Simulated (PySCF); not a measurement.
**Computed properties of C6H6S2, SMILES Sc1ccc(S)cc1**

C6H6S2, SMILES c1(S)ccc(cc1)S. Coordinates come from a PBE0-D3(BJ)/def2-SVP optimisation. Other conformers were not sampled. All values are computed for the isolated molecule unless a solvent is named; none is compared with measurement here.

**Structure.** The optimised structure has C2 symmetry. All 36 harmonic modes at PBE0-D3(BJ)/def2-SVP (PySCF) are real, so it is a minimum. With heavy atoms numbered as in [SH:1][c:2]1[cH:3][cH:4][c:5]([SH:6])[cH:7][cH:8]1, the shortest bond between them is C7–C8 at 1.389 Å and the longest S1–C2 at 1.766 Å.

**Vibrations.** The strongest infrared lines (harmonic, unscaled, degenerate partners summed) lie at 1519 cm⁻¹ (95 km/mol, C 64 %, H 36 %), 1149 cm⁻¹ (69 km/mol, C 56 %, H 42 %), 78 cm⁻¹ (30 km/mol, H 60 %, S 27 %, C 13 %). The softest mode is at 78 cm⁻¹ and the zero-point energy is 62.1 kcal/mol.

**Electronic structure.** M06-2X/def2-TZVP (PySCF) places the frontier levels at -6.99 and 0.16 eV, a gap of 7.15 eV, and gives a dipole moment of 1.58 D. PBE/def2-TZVP (PySCF) at the same geometry gives -5.00 and -1.51 eV, so its gap is 3.66 eV narrower. An orbital gap is neither the optical nor the fundamental gap.

**Excitations.** TDA-M06-2X/def2-SVPD (PySCF) has S1 at 4.67 eV (266 nm, f = 0.017, weak); the most intense of the 6 singlets computed lies at 5.24 eV (f = 0.57). T1 (TDA) is at 3.82 eV, 0.85 eV under S1. TDA-PBE/def2-SVPD (PySCF) puts S1 at 3.89 eV. No vertical singlet excitation falls in the visible range (under 3.1 eV).

**NMR.** GIAO shifts at PBE0/pcSseg-1 (PySCF) (non-relativistic, atoms alike by connectivity averaged): ¹³C from 133.3 to 138.8 ppm against TMS; ¹H from 3.7 to 7.2 ppm against TMS.

**Solvation.** SMD-B3LYP/6-31G* (PySCF) gives -3.9 kcal/mol in water, -8.4 kcal/mol in cyclohexanone, -8.3 kcal/mol in tetrahydrofuran (1 M in both phases, gas-phase geometry).
